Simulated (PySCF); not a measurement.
**Working out the ionisation energy of Cr⁺**

Cr⁺ [Ar] 3d5 (6S) → Cr²⁺ [Ar] 3d4 (5D). All numbers are calculated (PySCF 2.14, the spin-free X2C one-electron Hamiltonian (Gaussian nucleus), in x2c-SVPall (5s3p3d1f, 36 functions)). Frozen: [Ar]. Energies in hartree (1 hartree = 27.21139 eV):

```tsv
part	Cr⁺ (lower)	Cr²⁺ (upper)
UHF	-1049.255513	-1048.706543
MP2 opposite-spin	0.000000	0.000000
MP2 same-spin	-0.049632	-0.021340
```

Problem. What does Hartree-Fock give?

Solution. (-1048.706543) − (-1049.255513) = 0.548970 hartree = 14.938 eV.

Problem. What do MP2 and SCS-MP2 (6/5 opposite-spin, 1/3 same-spin) give?

Solution. The opposite-spin parts differ by 0.000 eV and the same-spin parts by 0.770 eV. MP2: 14.938 + (0.000) + (0.770) = 15.708 eV. SCS-MP2: 14.938 + 1.2 × (0.000) + (0.770)/3 = 15.195 eV.

Reference: 16.486 eV (measured; NIST Atomic Spectra Database, ionization energies), between the lowest levels; spin-orbit coupling is absent from the calculation.

A double-zeta basis recovers only part of the correlation energy.

What remains against the reference includes basis incompleteness, the frozen core and correlation beyond second order.
